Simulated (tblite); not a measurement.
Problem. What does the GFN2-xTB structure of `CC(=O)c1nn(C)nc1C` look like in three dimensions?

Solution. 
```
atom  x, y, z in Å
C1    -2.5340   -1.3257   -0.1121
C2    -1.9173    0.0473   -0.0880
O3    -2.5661    1.0705   -0.1293
C4    -0.4563    0.0607   -0.0177
N5     0.2983   -1.0431    0.0396
N6     1.5243   -0.6108    0.0798
C7     2.6513   -1.4869    0.1737
N8     1.6569    0.6988    0.0544
C9     0.4205    1.1738   -0.0069
C10    0.0989    2.6154   -0.0521
H11   -2.1711   -1.9059    0.7323
H12   -2.2262   -1.8384   -1.0209
H13   -3.6172   -1.2469   -0.0819
H14    2.3372   -2.4825   -0.1309
H15    3.0209   -1.5178    1.2006
H16    3.4450   -1.1196   -0.4749
H17   -0.6155    2.8112   -0.8490
H18    1.0074    3.1899   -0.2089
H19   -0.3670    2.9195    0.8847
```

Orientation and origin are arbitrary. Atoms count from 1 in this order. The 5-membered ring C4–N5–N6–N8–C9 has internal angles of 105.0° to 115.2°; it is planar, 0.00 Å rms from its mean plane, widest ring torsion 0°. The 3 C–N bonds span 1.326 Å (N8–C9, aromatic) to 1.431 Å (N6–C7, drawn single), a spread of 0.105 Å. The C–C distances run from 1.417 Å (C4–C9, aromatic) to 1.505 Å (C1–C2, drawn single), a spread of 0.088 Å. The 10 heavy atoms lie in one plane (0.010 Å rms).

Bonds between heavy atoms (Å): C1–C2 1.505, C2=O3 1.212, C2–C4 1.463, C4–N5 1.338, N5–N6 1.301, N6–C7 1.431, N6–N8 1.317, N8–C9 1.326, C9–C10 1.478, C4–C9 1.417.

Computed geometry: GFN2-xTB, gas phase.

Its lowest GFN2-xTB frequency is 3 cm⁻¹, too small to tell a flat minimum from a shallow saddle. One conformer, not necessarily the lowest (C1–C2–C4–N5 -1°).
